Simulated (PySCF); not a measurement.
A structure optimised at PBE-D3(BJ)/def2-TZVPD, used in a PySCF frequency run:

```xyz
4

H      0.0000     0.0000    -2.4025
Be     0.0000     0.0000    -1.0519
Be     0.0000     0.0000     1.0519
H      0.0000     0.0000     2.4025
```
Charge 0, spin multiplicity 1.

### Question
Write its SMILES, formula and point group.

### Answer
[BeH][BeH], Be₂H₂, D∞h

### Question
What are its rotational constants (standard atomic weights)?

### Answer
16.004 GHz (linear rotor, B only)
